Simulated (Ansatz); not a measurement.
Reaction (atomization): `BS[Si](N)(O)F` → B• + F• + 5 H• + N• + O• + S• + Si•

Calculated with Ansatz (gas phase, PBE0-D4/def2-TZVP geometries, no zero-point term in ΔE). CCSD(T)/CBS is the MP2 limit (def2-TZVPP, def2-QZVPP) plus CCSD(T) − MP2 in def2-TZVPP, frozen cores. This one scheme is used for every species, atoms too. DFT in def2-TZVPP. B3LYP here is the variant with VWN-RPA as its local correlation; programs differ in this. HSE06 is defined as in plane-wave codes. No spin–orbit coupling; open shells (•) take unrestricted orbitals. Spin–orbit coupling would lower the free atoms: a little for B, F, O, S, Si. One conformer a species, not always the lowest.

**Question.** What is ΔE at CCSD(T)/CBS? (Estimate.)

**Answer.** The calculation gave: +1004.9 kcal/mol.

**Question.** What do these levels give: B97M-V, B3LYP-D4, r2SCAN0-D4, revPBE, B3LYP, HSE06? (Estimate.)

**Answer.** Computed: B97M-V 1008.2, B3LYP-D4 1001.4, r2SCAN0-D4 987.3, revPBE 972.4, B3LYP 990.2, HSE06 993.6 kcal/mol.

Largest T1 diagnostic among the species: 0.014.

At CCSD(T), def2-SVP lies −85.6 kcal/mol from the extrapolated value and def2-TZVPP −32.4 kcal/mol: correlation converges slowly with the basis, and small sets miss more of it in the bonded molecule than in its fragments. From BLYP to BHLYP (50 % exact exchange), in def2-TZVPP and without D4, ΔE moves by −25.1 kcal/mol: exact exchange takes away binding that semilocal exchange gives to molecules. In def2-TZVPP, CCSD(T) changes the Hartree–Fock value by +250.8 kcal/mol (the triples alone add +16.3 kcal/mol) and MP2 by +277.4 kcal/mol; breaking electron pairs costs correlation energy, which Hartree–Fock lacks.

For atomizations the MP2-based limit and the directly extrapolated one differ by several kJ/mol either way, and by 10 to 25 for some Ge, Se and Sn compounds, so smaller differences from it don't rank the levels.
